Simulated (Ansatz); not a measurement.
Task: Name a neutral molecule of C, N, O, Ti with HOMO–LUMO gap (B3LYP/def2-TZVPP) between 4.85 and 5.15 eV and size of the dipole moment (B3LYP/def2-TZVPP) between 0.00 and 0.30 D (Ansatz, PBE0-D4/def2-TZVP geometry).

Result: `O=C=[N][Ti]([N]=C=O)([N]=C=O)[N]=C=O` (5.01 eV, 0.00 D). Other molecules can fit too; these were computed, each in one conformer that needn't be the lowest.

B3LYP here is the variant with VWN-RPA as its local correlation; programs differ in this.
